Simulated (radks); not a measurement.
Q: Species: Cs+. Configuration: [Xe]. Method: scalar-relativistic Kohn-Sham, LDA (Slater exchange, VWN5 correlation), spin-polarised, spherical densities, finite nucleus; Fermi nuclear charge, rms radius 4.8041 fm; computed with a radial shooting solver on a logarithmic mesh with Libxc functionals. Some entries of the table are withheld. Estimate them.

orbital  occ.  eigenvalue (hartree)  <1/r> (bohr^-1)  <r> (bohr)
1s          2             -1314.286            59.34     0.02613
2s          2             -206.3668            13.63         (1)
2p          6             -185.2533            13.00     0.09825
3s          2             -43.03982            4.909         (2)
3p          6             -36.24286            4.664      0.2973
3d         10             -26.23394            4.421      0.2737
4s          2              -8.26963            2.020      0.6950
4p          6              -6.09341            1.857      0.7399
4d         10              -2.92440            1.584      0.8373
5s          2              -1.18270           0.7595       1.733
5p          6              -0.69208           0.6288       2.068

A: 
(1) 2s <r> (bohr): 0.1122
(2) 3s <r> (bohr): 0.2995
